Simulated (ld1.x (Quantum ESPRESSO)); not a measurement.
## S, PAW: configuration errors across variants

- Element: sulfur (S)
- Generator: ld1.x (Quantum ESPRESSO) 7.5
- Type: PAW
- Functional: PBEsol
- Relativity: scalar-relativistic
- Frozen core: [Ne]
- Valence charge: 6
- Reference configuration: 3s2 3p4
- Partial waves: 3s (bound): rcut 0.90, rcutus 1.25 bohr; 3s channel at 3 Ry: rcut 0.90, rcutus 1.25 bohr; 3p (bound): rcut 1.50, rcutus 1.70 bohr; 3p channel at -0.05 Ry: rcut 1.50, rcutus 1.70 bohr; 3d channel at 0.2 Ry: rcut 1.30, rcutus 1.75 bohr
- Local potential: all-electron potential smoothed inside 1.50 bohr (lloc = -1)
- Core correction: Bessel-smoothed model core, default radius (core density twice the valence density)
- Augmentation charge: PSQ, inside the norm-conserving radii

All-electron excitation energies from the reference (eV): (1) 3s2 3p3 11.733; (2) 3s2 3p2 33.974; (3) 3s2 3p1 67.974.

3 further variants failed, have other tests or another functional or relativity, and are left out.

A true bound ghost makes a file unfit for plane-wave use even where its test errors are small: the radial tests pick states by their node count and pass the ghost by.

Errors AE − PS in meV (a dash: test not solved or not reliable):

```csv
change,(1),(2),(3),bound ghosts
base,-1.5,-8.5,-34,none
"wave 3d channel at 0.2 Ry: rcut 1.30, rcutus 1.75 bohr becomes 3d channel at 0.2 Ry: rc 1.75 bohr; local potential the d channel",-1.5,-9.0,-36,s
"type ultrasoft; waves now 3s (bound): rcut 0.90, rcutus 1.25 bohr; 3s channel at 3 Ry: rcut 0.90, rcutus 1.25 bohr; 3p (bound): rcut 1.50, rcutus 1.70 bohr; 3p channel at -0.05 Ry: rcut 1.50, rcutus 1.70 bohr; 3d channel at 0.2 Ry: rcut 1.30, rcutus 1.75 bohr; 3d channel at 2.65 Ry: rcut 1.30, rcutus 1.75 bohr; local potential all-electron potential smoothed inside 1.35 bohr (lloc = -1)",-0.6,+1.0,+12,none
"all radii but the core radius scaled by about 1.17 (s 1.46, p 1.98, d 2.04 bohr, rcut 1.04/1.74/1.52); local potential all-electron potential smoothed inside 1.74 bohr (lloc = -1)",-1.5,-8.3,-33,none
local potential all-electron potential smoothed inside 1.34 bohr (lloc = -1),-1.5,-8.4,-33,none
"wave 3d channel at 0.2 Ry: rcut 1.30, rcutus 1.75 bohr becomes 3d channel at 0.59 Ry: rcut 1.30, rcutus 1.75 bohr",-1.5,-8.5,-34,none
```

Question: Give the same row for: waves 3p (bound): rcut 1.50, rcutus 1.86 bohr; 3p channel at -0.05 Ry: rcut 1.50, rcutus 1.86 bohr.

Answer: -1.4, -8.2, -33; bound ghosts: none.
